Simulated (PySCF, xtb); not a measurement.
CsF, SMILES [F][Cs].

xtb with GFN2-xTB at its own geometry gives an orbital gap of 1.17 eV and a dipole moment of 8.74 D.

The structure is a stationary point at PBE0-D3(BJ)/def2-TZVPD. The def2 effective core potentials stand for the cores of Cs; spin–orbit coupling is left out.

Question: What does PBE/def2-TZVPD in PySCF give? (Estimate from the structure and the level; the computed values follow.)

Answer: gap 3.59 eV (levels -4.88 and -1.29 eV), dipole 7.70 D.
